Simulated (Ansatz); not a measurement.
Reaction (redistribution): `OC[SiH2]P` + `N[Si]1([SiH3])CC1` → `[SiH3][Si]1(P)CC1` + `N[SiH2]CO`

Computed with Ansatz on PBE0-D4/def2-TZVP structures; ΔE is electronic, products minus reactants. CCSD(T)/CBS adds triple-zeta CCSD(T) − MP2 to the extrapolated MP2 energy (def2 sets, frozen cores). Functionals use def2-TZVPP. B3LYP here is the variant with VWN-RPA as its local correlation; programs differ in this. Each species was taken in one conformer, which may not be the lowest.

| level | ΔE (kJ/mol) | difference from CCSD(T)/CBS |
| --- | --- | --- |
| LDA (SPW92) | -17.5 | 0.4 |
| r2SCAN-D4 | -17.0 | 0.9 |
| B97M-V | -15.5 | 2.4 |
| B3LYP-D4 | -16.0 | 1.9 |
| r2SCAN0-D4 | -16.9 | 1.0 |
| ωB97X-V | -15.0 | 2.9 |
| PBE | -16.4 | 1.5 |
| BLYP | -14.7 | 3.2 |
| BHLYP | -14.2 | 3.7 |
| RPA@PBE/def2-TZVPP | -19.0 | -1.1 |
| MP2/def2-SVP | -25.5 | -7.6 |
| CCSD/def2-SVP | -21.6 | -3.7 |
| HF/def2-TZVPP | -11.7 | 6.2 |
| CCSD/def2-TZVPP | -16.6 | 1.3 |
| MP2/CBS(def2) | -20.8 | -2.9 |
| CCSD/CBS(def2) | -16.0 | 1.9 |
| CCSD(T)/CBS | -17.9 | 0 |

Largest T1 diagnostic among the species: 0.013.

At CCSD(T), def2-SVP lies −5.2 kJ/mol from the extrapolated value and def2-TZVPP −0.6 kJ/mol. Leaving LDA and LC-ωPBE aside and taking each functional with its dispersion term where it has one, the values, not all of them listed here, spread over 3.6 kJ/mol, from PBE-QIDH to CAM-B3LYP-D4. In def2-TZVPP, CCSD(T) changes the Hartree–Fock value by −6.8 kJ/mol (the triples alone add −1.9 kJ/mol) and MP2 by −9.7 kJ/mol.

CCSD(T)/CBS has its own doubt, a few kJ/mol and more with outer-core shells, so smaller differences from it don't rank the levels.
